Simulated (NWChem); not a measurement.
System: C3H2Cl2; SMILES C=C=C(Cl)Cl

The following NWChem deck was run.

```
start job
memory heap 200 mb stack 900 mb global 1100 mb
geometry units angstroms
  C     -2.712515    -0.001918    -0.019009
  C     -1.418313    -0.001003    -0.009947
  C     -0.121952    -0.000083    -0.000859
  Cl     0.813482     1.452748    -0.127681
  Cl     0.813679    -1.451590     0.139085
  H     -3.271948    -0.086347    -0.937619
  H     -3.284889     0.081681     0.891664
end
basis spherical
  * library def2-svp
end
dft
  xc xpbe96 cpbe96
  disp vdw 4
  iterations 150
end
driver
  maxiter 120
end
task dft optimize
task dft freq
```

Parts of the log:

```
             Northwest Computational Chemistry Package (NWChem) 7.3.0
             --------------------------------------------------------

 C2V symmetry detected

                             Geometry "geometry" -> ""
                             -------------------------

 Output coordinates in angstroms (scale by  1.889725989 to convert to a.u.)

  No.       Tag          Charge          X              Y              Z
 ---- ---------------- ---------- -------------- -------------- --------------
    1 C                    6.0000     0.00000000     0.00000000     2.63088062
    2 C                    6.0000     0.00000000     0.00000000     1.33664657
    3 C                    6.0000     0.00000000     0.00000000     0.04025339
    4 Cl                  17.0000     0.00000000     1.45828181    -0.89530235
    5 Cl                  17.0000     0.00000000    -1.45828181    -0.89530235
    6 H                    1.0000    -0.91851472     0.00000000     3.19679819
    7 H                    1.0000     0.91851472     0.00000000     3.19679819

 Effective nuclear repulsion energy (a.u.)     239.5623955884

      Symmetry information
      --------------------

 Group name             C2v
 Group number             16
 Group order               4
 No. of unique centers     5

                                Z-matrix (autoz)
                                --------

 Units are Angstrom for bonds and degrees for angles

      Type          Name      I     J     K     L     M      Value
      ----------- --------  ----- ----- ----- ----- ----- ----------
    1 Stretch                  1     2                       1.29423
    2 Stretch                  1     6                       1.07886
    3 Stretch                  1     7                       1.07886
    4 Stretch                  2     3                       1.29639
    5 Stretch                  3     4                       1.73258
    6 Stretch                  3     5                       1.73258
    7 Bend                     1     3     4               122.68206
    8 Bend                     1     3     5               122.68206
    9 Bend                     2     1     6               121.63816
   10 Bend                     2     1     7               121.63816
   11 Bend                     2     3     4               122.68206
   12 Bend                     2     3     5               122.68206
   13 Bend                     3     1     6               121.63816
   14 Bend                     3     1     7               121.63816
   15 Bend                     4     3     5               114.63587
   16 Bend                     6     1     7               116.72369
   17 Torsion                  2     1     6     7         180.00000
   18 Torsion                  2     1     7     6         180.00000
   19 Torsion                  2     3     4     5         180.00000
   20 Torsion                  2     3     5     4         180.00000
   21 Torsion                  4     3     1     6          90.00000
   22 Torsion                  4     3     1     7         -90.00000
   23 Torsion                  1     2     4     3         180.00000
   24 Torsion                  5     3     1     6         -90.00000
   25 Torsion                  5     3     1     7          90.00000
   26 Torsion                  1     2     5     3         180.00000
   27 Torsion                  1     6     2     3         180.00000
   28 Torsion                  1     7     2     3         180.00000

  pbe96 is a nonlocal functional; adding pw91lda local functional.

                           NWChem Geometry Optimization
                           ----------------------------

 maximum gradient threshold         (gmax) =   0.000450
 rms gradient threshold             (grms) =   0.000300
 maximum cartesian step threshold   (xmax) =   0.001800
 rms cartesian step threshold       (xrms) =   0.001200
 fixed trust radius                (trust) =   0.300000
 source of zmatrix                         =   autoz

          -------------------
          Energy Minimization
          -------------------

 Using diagonal initial Hessian
 Scaling for Hessian diagonals: bonds = 1.00  angles = 0.25  torsions = 0.10

          --------
          Step   0

                                 NWChem DFT Module
                                 -----------------

 Summary of "ao basis" -> "ao basis" (spherical)
 ------------------------------------------------------------------------------
       Tag                 Description            Shells   Functions and Types
 ---------------- ------------------------------  ------  ---------------------
 C                          def2-svp                 6       14   3s2p1d
 Cl                         def2-svp                 8       18   4s3p1d
 H                          def2-svp                 3        5   2s1p

      Symmetry analysis of basis
      --------------------------

        a1         38
        a2          9
        b1         18
        b2         23

            General Information
            -------------------
          SCF calculation type: DFT
          Wavefunction type:  closed shell.
          No. of atoms     :     7
          No. of electrons :    54
           Alpha electrons :    27
            Beta electrons :    27
          Charge           :     0
          Spin multiplicity:     1
          Use of symmetry is: on ; symmetry adaption is: on
          Maximum number of iterations: 150
          AO basis - number of functions:    88
                     number of shells:    40
          Convergence on energy requested:  1.00D-06
          Convergence on density requested:  1.00D-05
          Convergence on gradient requested:  5.00D-04

              XC Information
              --------------
          PerdewBurkeErnzerhof Exchange Functional  1.000
            Perdew 1991 LDA Correlation Functional  1.000 local
           PerdewBurkeErnz. Correlation Functional  1.000 non-local

             Grid Information
             ----------------
          Grid used for XC integration:  medium
          Radial quadrature: Mura-Knowles
          Angular quadrature: Lebedev.
          Tag              B.-S. Rad. Rad. Pts. Rad. Cut. Ang. Pts.
          ---              ---------- --------- --------- ---------
          C                   0.70       49          10.0       434
          Cl                  1.00       88          11.0       590
          H                   0.35       45          11.0       434
          Grid pruning is: on
          Number of quadrature shells:   280
          Spatial weights used:  Erf1

           DFT-D3BJ Model
          s6 scale factor  :        1.000000000000
          s8 scale factor  :        0.787500000000
          a1 parameter     :        0.428900000000
          a2 parameter     :        4.440700000000
              vdW contrib  :       -0.006544534168

      Superposition of Atomic Density Guess
      -------------------------------------

 Sum of atomic energies:       -1032.52002801

      Non-variational initial energy
      ------------------------------

 Total energy =   -1034.740161
 1-e energy   =   -1898.873777
 2-e energy   =     624.571221
 HOMO         =      -0.247280
 LUMO         =      -0.019517

      Symmetry analysis of molecular orbitals - initial
      -------------------------------------------------

  Numbering of irreducible representations:

     1 a1          2 a2          3 b1          4 b2

  Orbital symmetries:

     1 b2          2 a1          3 a1          4 a1          5 a1
     6 a1          7 b2          8 a1          9 b2         10 a1
    11 b2         12 b1         13 a2         14 a1         15 a1
    16 b2         17 a1         18 a1         19 b2         20 b1
    21 a1         22 b1         23 a1         24 a2         25 b2
    26 b2         27 b1         28 b2         29 b1         30 a1
    31 a1         32 b1         33 b2         34 a1         35 a1
    36 a1         37 a1

[...]

      ----------------------
      Optimization converged
      ----------------------

  Step       Energy      Delta E   Gmax     Grms     Xrms     Xmax
  ---- ---------------- -------- -------- -------- -------- --------
@    3   -1034.95469048 -7.9D-07  0.00006  0.00003  0.00066  0.00179
                                     ok       ok       ok       ok

                                Z-matrix (autoz)
                                --------

 Units are Angstrom for bonds and degrees for angles

      Type          Name      I     J     K     L     M      Value     Gradient
      ----------- --------  ----- ----- ----- ----- ----- ---------- ----------
    1 Stretch                  1     2                       1.31588   -0.00003
    2 Stretch                  1     6                       1.10542    0.00006
    3 Stretch                  1     7                       1.10542    0.00006
    4 Stretch                  2     3                       1.31801    0.00001
    5 Stretch                  3     4                       1.74333   -0.00006
    6 Stretch                  3     5                       1.74333   -0.00006
    7 Bend                     1     3     4               122.36860    0.00000
    8 Bend                     1     3     5               122.36860    0.00000
    9 Bend                     2     1     6               121.57286    0.00002
   10 Bend                     2     1     7               121.57286    0.00002
   11 Bend                     2     3     4               122.36860    0.00000
   12 Bend                     2     3     5               122.36860    0.00000
   13 Bend                     3     1     6               121.57286    0.00002
   14 Bend                     3     1     7               121.57286    0.00002
   15 Bend                     4     3     5               115.26281   -0.00001
   16 Bend                     6     1     7               116.85427   -0.00003
   17 Torsion                  2     1     6     7         180.00000    0.00000
   18 Torsion                  2     1     7     6         180.00000   -0.00000
   19 Torsion                  2     3     4     5         180.00000    0.00000
   20 Torsion                  2     3     5     4         180.00000    0.00000
   21 Torsion                  4     3     1     6          90.00000    0.00000
   22 Torsion                  4     3     1     7         -90.00000   -0.00000
   23 Torsion                  1     2     4     3         180.00000    0.00000
   24 Torsion                  5     3     1     6         -90.00000    0.00000
   25 Torsion                  5     3     1     7          90.00000   -0.00000
   26 Torsion                  1     2     5     3         180.00000   -0.00000
   27 Torsion                  1     6     2     3         180.00000    0.00000
   28 Torsion                  1     7     2     3         180.00000    0.00000

                         Geometry "geometry" -> "geometry"
                         ---------------------------------

 Output coordinates in angstroms (scale by  1.889725989 to convert to a.u.)

  No.       Tag          Charge          X              Y              Z
 ---- ---------------- ---------- -------------- -------------- --------------
    1 C                    6.0000     0.00000000     0.00000000     2.64819862
    2 C                    6.0000     0.00000000     0.00000000     1.33232098
    3 C                    6.0000     0.00000000     0.00000000     0.01431148
    4 Cl                  17.0000     0.00000000     1.47245770    -0.91900688
    5 Cl                  17.0000     0.00000000    -1.47245770    -0.91900688
    6 H                    1.0000    -0.94179073     0.00000000     3.22697747
    7 H                    1.0000     0.94179073     0.00000000     3.22697747

 Effective nuclear repulsion energy (a.u.)     237.0413597480

      Symmetry information
      --------------------

 Group name             C2v
 Group number             16
 Group order               4
 No. of unique centers     5

                Final and change from initial internal coordinates
                --------------------------------------------------

                                Z-matrix (autoz)
                                --------

 Units are Angstrom for bonds and degrees for angles

[...]

 Rotational Constants
 --------------------
 A=   0.109878 cm-1  (  0.158087 K)
 B=   0.090434 cm-1  (  0.130112 K)
 C=   0.050134 cm-1  (  0.072130 K)

 Temperature                      =   298.15K
 frequency scaling parameter      =   1.0000

 Zero-Point correction to Energy  =   23.022 kcal/mol  (  0.036688 au)
 Thermal correction to Energy     =   26.501 kcal/mol  (  0.042233 au)
 Thermal correction to Enthalpy   =   27.094 kcal/mol  (  0.043176 au)

 Total Entropy                    =   75.485 cal/mol-K
   - Translational                =   39.928 cal/mol-K (mol. weight = 107.9534)
   - Rotational                   =   26.184 cal/mol-K (symmetry #  =        2)
   - Vibrational                  =    9.373 cal/mol-K

 Cv (constant volume heat capacity) =   18.197 cal/mol-K
   - Translational                  =    2.979 cal/mol-K
   - Rotational                     =    2.979 cal/mol-K
   - Vibrational                    =   12.238 cal/mol-K

[normal modes left out]

 ----------------------------------------------------------------------------
 Normal Eigenvalue ||           Projected Infra Red Intensities
  Mode   [cm**-1]  || [atomic units] [(debye/angs)**2] [(KM/mol)] [arbitrary]
 ------ ---------- || -------------- ----------------- ---------- -----------
    1       -0.000 ||    0.000421           0.010         0.410       0.244
    2       -0.000 ||    0.000182           0.004         0.177       0.106
    3       -0.000 ||    0.000000           0.000         0.000       0.000
    4       -0.000 ||    0.000087           0.002         0.084       0.050
    5        0.000 ||    0.000143           0.003         0.139       0.083
    6        0.000 ||    0.000079           0.002         0.077       0.046
    7      146.792 ||    0.000385           0.009         0.375       0.223
    8      215.945 ||    0.003561           0.082         3.471       2.066
    9      268.891 ||    0.001065           0.025         1.038       0.618
   10      446.333 ||    0.000015           0.000         0.015       0.009
   11      510.039 ||    0.001384           0.032         1.349       0.803
   12      517.554 ||    0.020202           0.466        19.694      11.723
   13      571.673 ||    0.000000           0.000         0.000       0.000
   14      841.065 ||    0.157391           3.631       153.433      91.336
   15      865.093 ||    0.079227           1.828        77.235      45.977
   16      955.605 ||    0.000027           0.001         0.027       0.016
   17     1193.051 ||    0.052112           1.202        50.801      30.241
   18     1400.029 ||    0.025460           0.587        24.819      14.775
   19     2018.884 ||    0.015864           0.366        15.465       9.206
   20     3038.960 ||    0.004206           0.097         4.100       2.441
   21     3121.778 ||    0.000065           0.002         0.064       0.038
 ----------------------------------------------------------------------------
```

Level: PBE-D3(BJ)/def2-SVP.
